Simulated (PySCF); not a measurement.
PySCF input for BiFBr2, SMILES [F][Bi]([Br])[Br], PBE-D3(BJ)/def2-SVP. Geometry: PBE-D3(BJ)/def2-SVP. The structure was generated by enumeration; whether it is a known compound was not checked. The def2 effective core potentials stand for the cores of Bi; spin–orbit coupling is left out.

```python
import numpy as np
from pyscf import gto, scf, dft, df
from pyscf.hessian import thermo

mol = gto.M(
    atom='''
    Bi   -0.26654169    0.65533471    0.00000000
    F     1.56064730    1.59711387   -0.00000000
    Br    0.11538764   -0.98238294   -2.02179380
    Br    0.11538764   -0.98238294    2.02179379
    ''',
    basis='def2-SVP',
    ecp={'Bi': 'def2-svp'},
    charge=0,
    spin=0,
    max_memory=1600,
    verbose=3,
)
mf = dft.RKS(mol, xc='pbe').density_fit(auxbasis='def2-universal-jkfit')
mf.disp = 'd3bj'
mf.grids.level = 3
mf.conv_tol = 1e-11
mf.max_cycle = 100
mf.kernel()

# [left out here: the lines that compute and print the analytic Hessian (its translational invariance restored by hand, since the grid's response is missing), thermochemistry and intensities]
```

Log of the run:

```
converged SCF energy = -5461.36709386809

WARN: DFTD3 does not support analytical Hessian, using finite difference


WARN: Mole.unit (angstrom) is changed to Bohr

Mode                                 0                   1                   2
Irrep
Freq [cm^-1]                       61.7693            115.9476            117.0450
Reduced mass [au]                  81.3260             22.0134             25.5148
Force const [Dyne/A]                0.1828              0.1744              0.2059
Char temp [K]                      88.8723            166.8227            168.4017
Normal mode                   x     y     z       x     y     z       x     y     z
       0  Bi                -0.00  0.03 -0.00    0.00 -0.00 -0.01   -0.03  0.01 -0.00
       1   F                -0.01  0.04  0.00   -0.00  0.00  0.21    0.07 -0.18  0.00
       2  Br                 0.00 -0.04  0.06   -0.02 -0.02 -0.01    0.03  0.01  0.02
       3  Br                 0.00 -0.04 -0.06    0.02  0.02 -0.01    0.03  0.01 -0.02
Mode                                 3                   4                   5
Irrep
Freq [cm^-1]                      216.8582            220.7137            557.3182
Reduced mass [au]                  96.9331             93.8415             20.6094
Force const [Dyne/A]                2.6858              2.6934              3.7716
Char temp [K]                     312.0106            317.5578            801.8568
Normal mode                   x     y     z       x     y     z       x     y     z
       0  Bi                -0.00  0.00 -0.04    0.01 -0.03 -0.00    0.02  0.01  0.00
       1   F                 0.00 -0.00  0.02   -0.01  0.01  0.00   -0.20 -0.10 -0.00
       2  Br                -0.01  0.04  0.05   -0.01  0.04  0.05   -0.00  0.00  0.00
       3  Br                 0.01 -0.04  0.05   -0.01  0.04 -0.05   -0.00  0.00 -0.00
temperature 298.1500 [K]
pressure 101325.00 [Pa]
Rotational constants [GHz] 1.42256 0.70572 0.53444
Symmetry number 1
Zero-point energy (ZPE) 0.00294 [Eh]   7713.831 [J/mol]
                           tot       elec      trans        rot        vib
Entropy [J/mol/K]       375.358      0.000    183.083    128.751     63.525
Cv [J/mol/K]             69.262      0.000     12.472     12.472     44.319
Cp [J/mol/K]             77.577      0.000     20.786     12.472     44.319
Internal energy [J/mol]                      3718.434   3718.434  16814.562
Internal energy [Eh]   -5461.35786  -5461.36709
Enthalpy [J/mol]                             6197.391   3718.434  16814.562
Enthalpy [Eh]          -5461.35691
Gibbs free energy [J/mol]                  -48388.739 -34668.539  -2125.455
Gibbs free energy [Eh] -5461.39954
mode   freq/cm-1   IR/(km/mol)
   1       61.77         0.430
   2      115.95         2.614
   3      117.04         4.609
   4      216.86        38.769
   5      220.71        13.894
   6      557.32        51.102
max |gradient| / (hartree/bohr): 0.00032253443323331264
APT charges: [ 1.4513 -0.5007 -0.4753 -0.4753]
```

The run converged.
